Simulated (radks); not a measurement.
Values are calculated unless marked as measured or tabulated.
Problem. Ionisation of Nd, [Xe] 4f4 6s2, to Nd+, [Xe] 4f4 6s1, under several functionals. Scalar-relativistic Kohn-Sham, spin-polarised, spherical densities, finite nucleus; open shells are filled with parallel spins first (spin-orbit coupling, left out, can overturn this in heavy ions); a radial shooting solver on a logarithmic mesh with Libxc functionals. The NIST Atomic Spectra Database gives 5.525 eV (measured). Rank these functionals by the error of their Delta-SCF ionisation energy: LDA (Slater exchange, Perdew-Zunger correlation); PW91; TASK exchange with Perdew-Wang LDA correlation; exchange-only PBE; PBE; Wu-Cohen GGA.

Solution. From best to worst: PW91 5.498 eV (-0.027); PBE 5.466 eV (-0.059); Wu-Cohen GGA 5.372 eV (-0.153); LDA (Slater exchange, Perdew-Zunger correlation) 5.696 eV (+0.171); exchange-only PBE 4.852 eV (-0.673); TASK exchange with Perdew-Wang LDA correlation 4.717 eV (-0.808). Open shells are spherical and high-spin; term and fine-structure splittings are not resolved. Spin-orbit splitting is averaged out at the scalar-relativistic level.
